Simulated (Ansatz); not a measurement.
# Setting up doublet [B2O2]− in Ansatz

[B2O2]− has 4 atoms, charge -1, and is taken as a doublet. As SMILES of the parent species, `O=BB=O`. Geometry: relaxed at PBE0-D4/def2-TZVP. That shape belongs to the parent species and isn't relaxed for this state.

```xyz
4

O    -0.7431    0.4598    1.8176
B    -0.3023    0.1871    0.7391
B     0.3021   -0.1869   -0.7392
O     0.7432   -0.4599   -1.8175
```

Settings wanted:

```json
{
 "basis set": "cc-pVQZ",
 "task": "energy",
 "method": "RPA",
 "functional": "PBE",
 "reference": "UKS",
 "accuracy": "medium",
 "frozen core orbitals": "4"
}
```

Problem. Write the Ansatz 0.2.0 input and the command.

Solution. This one ran through:

job.yaml:
```yaml
crystal:
  periodic: [false, false, false]
  atoms:
    - {symbol: O, position_ang: [-0.743090, 0.459760, 1.817650]}
    - {symbol: B, position_ang: [-0.302300, 0.187070, 0.739120]}
    - {symbol: B, position_ang: [0.302150, -0.186920, -0.739220]}
    - {symbol: O, position_ang: [0.743230, -0.459920, -1.817550]}
basis:
  gaussian: {orbitals: cc-pVQZ}
total_charge: -1
magnetization: {spin_polarized: true, initial_magnetization: 1}
hamiltonian: {xc: {name: PBE}}
correlation: {method: rpa, frozen_orbitals: {B: 1, O: 1}}
```

```bash
$ ansatz run job.yaml --threads 1 --pin off --max-ram 3480MiB --events-out events.jsonl --progress --plain --runs-dir runs
```

Calculated total energy: -200.29361 Eh. Without diffuse functions the anion is poorly described.
